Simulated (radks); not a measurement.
Values are calculated unless marked as measured or tabulated.
Question: The mean radii <r> (bohr) of the occupied orbitals of an atom or ion are listed with their occupations. Level of theory: Dirac Kohn-Sham, PBE, spin-unpolarised, spherical densities, finite nucleus; Fermi nuclear charge, rms radius of each element as measured or else 0.836 A^(1/3) + 0.57 fm (a radial shooting solver on a logarithmic mesh with Libxc functionals).

| orbital | occ. | <r> |
|---|---|---|
| 1s1/2 | 2 | 0.01580 |
| 2s1/2 | 2 | 0.06579 |
| 2p1/2 | 2 | 0.05388 |
| 2p3/2 | 4 | 0.06293 |
| 3s1/2 | 2 | 0.1710 |
| 3p1/2 | 2 | 0.1615 |
| 3p3/2 | 4 | 0.1780 |
| 3d3/2 | 4 | 0.1545 |
| 3d5/2 | 6 | 0.1595 |
| 4s1/2 | 2 | 0.3770 |
| 4p1/2 | 2 | 0.3778 |
| 4p3/2 | 4 | 0.4124 |
| 4d3/2 | 4 | 0.4161 |
| 4d5/2 | 6 | 0.4271 |
| 5s1/2 | 2 | 0.8320 |
| 4f5/2 | 6 | 0.4380 |
| 4f7/2 | 8 | 0.4442 |
| 5p1/2 | 2 | 0.8855 |
| 5p3/2 | 4 | 0.9750 |
| 5d3/2 | 4 | 1.208 |
| 5d5/2 | 6 | 1.251 |
| 6s1/2 | 2 | 2.126 |
| 6p1/2 | 0.666667 | 2.572 |
| 6p3/2 | 1.33333 | 2.898 |

Name the element and its charge. Open shells, if any, are shared by 2j + 1.

Answer: Z = 83, bismuth, charge +1: Bi+ in [Hg] 6p2. The 1s radius gives Z: for a bare nucleus <r> = (2 gamma + 1)/(2Z) with gamma = sqrt(1 - (Z/c)^2), 0.01561 bohr for Z = 83, and screening makes it slightly larger (0.01580 here). The occupations add up to 82, and the charge is Z minus that.
